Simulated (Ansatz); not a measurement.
One change: `OC1CCCCC1` becomes `CC(=O)OC1CCCCC1`.

Ansatz, PBE0-D4/def2-TZVP geometries, multiplicity 1. Each molecule was computed in one conformer, which needn't be the lowest.

```json
{"property": "HOMO energy (PBE0/def2-TZVPP) / eV", "`OC1CCCCC1`": "-7.62"}
{"property": "size of the dipole moment (B3LYP/def2-TZVPP) / D", "`OC1CCCCC1`": "1.59"}
{"property": "HOMO–LUMO gap (ωB97M-V/def2-TZVPP) / eV", "`OC1CCCCC1`": "12.55"}
{"property": "HOMO–LUMO gap (B3LYP/def2-TZVPP) / eV", "`OC1CCCCC1`": "8.15"}
{"property": "size of the dipole moment (PBE/def2-TZVPP) / D", "`OC1CCCCC1`": "1.50"}
{"property": "LUMO energy (B3LYP/def2-TZVPP) / eV", "`OC1CCCCC1`": "0.75"}
```

(1) Give the same properties after the change, and the shifts. (Best estimate.)

Results:

(1) The calculation gave: 
| property | `CC(=O)OC1CCCCC1` | shift |
| --- | --- | --- |
| HOMO energy (PBE0/def2-TZVPP) / eV | -7.78 | -0.16 |
| size of the dipole moment (B3LYP/def2-TZVPP) / D | 1.98 | 0.39 |
| HOMO–LUMO gap (ωB97M-V/def2-TZVPP) / eV | 12.63 | 0.08 |
| HOMO–LUMO gap (B3LYP/def2-TZVPP) / eV | 7.73 | -0.42 |
| size of the dipole moment (PBE/def2-TZVPP) / D | 1.94 | 0.44 |
| LUMO energy (B3LYP/def2-TZVPP) / eV | 0.20 | -0.55 |

With PBE0 the HOMO falls by 0.16 eV and the LUMO falls by 0.60 eV, so the gap narrows by about 0.44 eV. PBE moves the HOMO by -0.11 eV and ωB97M-V by -0.17 eV. Dipoles are sizes alone; their direction can turn.

B3LYP here is the variant with VWN-RPA as its local correlation; programs differ in this.
